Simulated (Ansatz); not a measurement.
Reaction (formal hydrolysis of a B–Se bond): `NB(O)[SeH]` + H₂O → `NB(O)O` + H₂Se

Program: Ansatz. Geometries: PBE0-D4/def2-TZVP. ΔE: electronic, gas phase. CBS: MP2 limit from def2 TZ/QZ plus the TZ coupled-cluster correction, frozen cores. This one scheme is used for every species. Functionals use def2-TZVPP. HSE06 is defined as in plane-wave codes. For Se outer-core shells are correlated without core-valence functions, which leaves a few kJ/mol of doubt a bond. Scalar relativity is left out up to krypton. One conformer a species, not always the lowest.

```csv
level,ΔE (kJ/mol)
B97M-V,-75.3
PBE0-D4,-64.3
HSE06,-67.4
MP2/CBS(def2),-56.7
```

Task: What does CCSD(T)/CBS give? (Estimate.)

Result: Ansatz gave: -63.0 kJ/mol. The listed levels differ from it by -12.3, -1.3, -4.4, 6.3 kJ/mol.

Largest T1 diagnostic among the species: 0.011.

At CCSD(T), def2-SVP lies −25.7 kJ/mol from the extrapolated value and def2-TZVPP −4.6 kJ/mol. Leaving LDA and LC-ωPBE aside and taking each functional with its dispersion term where it has one, the values, not all of them listed here, spread over 20.7 kJ/mol, from CAM-B3LYP-D4 to revPBE-D4. LDA lies −6.6 kJ/mol from PBE without D4. In def2-TZVPP, CCSD(T) changes the Hartree–Fock value by +21.0 kJ/mol (the triples alone add +3.5 kJ/mol) and MP2 by +27.4 kJ/mol.
